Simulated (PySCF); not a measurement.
Identify the compound

The spectra below were simulated for a compound C8H10Si.

1H NMR (400 MHz, computed): δ 7.03 (d, 1H), 6.54 (m, 1H), 6.45 (m, 1H), 4.72 (m, 1H), 4.71 (m, 1H), 3.25 (m, 1H), 2.21 (d, 1H), 1.28 (d, 3H).

13C{1H} NMR (computed): δ 171.1 (C), 158.8 (CH), 136.3 (CH), 125.8 (CH), 88.8 (C), 78.6 (CH), 34.4 (CH), 23.1 (CH3).

Calculated, not measured (PySCF 2.14.0 with density-fitted response routines): GIAO PBE0/pcSseg-1 shieldings, structure optimised with PBE0-D3(BJ)/def2-SVP. One averaged value for each set of equivalent atoms, one computed conformer, no solvent, non-relativistic.

References, each an isolated molecule treated in the same way: TMS for 1H and 13C.

Question: Which of these isomers gave the spectra?
A. c1ccc([SiH]2CC2)cc1
B. C=CC1=C[SiH2]C=C1C=C
C. C#C[C@H](C)C1=C[SiH2]C=C1
D. CC#CC#C/C=C/C[SiH3]
E. [SiH3]Cc1ccc2c(c1)C2

Answer: C. 

- The formula gives 5 degrees of unsaturation (1 ring in the answer).
- 8 carbon signals for 8 carbons: no two carbons are equivalent.
- Carbon types of the structure: 2 × C, 5 × CH, 1 × CH3, leaving 2 H on heteroatoms.
- δC 171.1: fully substituted alkene carbon.
- δC 158.8, 136.3, 125.8: alkene CH; the olefinic region.
- δC 88.8: alkyne carbon; sp carbons lie upfield of alkene carbons because the cylindrical π system leaves one tensor component strongly shielded.
- δC 78.6: terminal alkyne carbon; sp carbons lie upfield of alkene carbons because the cylindrical π system leaves one tensor component strongly shielded.
- δC 23.1: methyl carbon; aliphatic region, no heteroatom directly attached.

The others: c1ccc([SiH]2CC2)cc1 would give 5 carbon signals, not 8; C=CC1=C[SiH2]C=C1C=C would give 4 carbon signals, not 8; [SiH3]Cc1ccc2c(c1)C2 would give 6 signals for carbon-bound and other non-exchanging H, not 8; CC#CC#C/C=C/C[SiH3] would give 5 signals for carbon-bound and other non-exchanging H, not 8.

Shifts are as computed. Against solution values, carbons near 30 ppm lie about +2 ppm off and those near 130 ppm about +5 ppm. Of 1211 compounds with measured shifts, 218 miss one by over three times the rms of a fit or turn the order of signals round; such compounds aren't used in these exercises. Multiplicities follow the n + 1 count of equivalent neighbours, as no J values were calculated; m marks all less simple cases, F and P coupling included.
